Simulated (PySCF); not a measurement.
**From computed data to an observable: oscillator strength and radiative lifetime**

Si(CCH)(Cl)(H)2 (C₂H₃ClSi), SMILES [SiH2](C#C)Cl.

Geometry: PBE0-D3(BJ)/def2-SVP.

TDA-LC-ωPBE/def2-SVPD (PySCF) puts the first singlet state with f over 0.02 at 8.02 eV (vertical), with the transition dipole (0.277, 0.180, 0.000) in atomic units.

Problem. Find the oscillator strength, the wavelength and the radiative lifetime that this transition would have in vacuum if emission retraced absorption.

Solution. 
|μ|² = 0.1091 au, so |μ| = 0.84 D. ΔE = 8.02/27.211 = 0.2947 hartree. f = (2/3) ΔE |μ|² = 0.021 (the program prints 0.022).
λ = 1239.84/8.02 = 155 nm; ν = 64686 cm⁻¹.
Einstein's coefficient A = 0.6670 ν² f s⁻¹ (ν in cm⁻¹) = 6.0e7 s⁻¹, so τ = 1/A = 17 ns. This state is S5; the lower singlets have f = 0.000, 0.003, 0.000, 0.005. The figure is the radiative limit of this one transition; relaxation, internal conversion, crossing to triplets and a medium change what is measured.
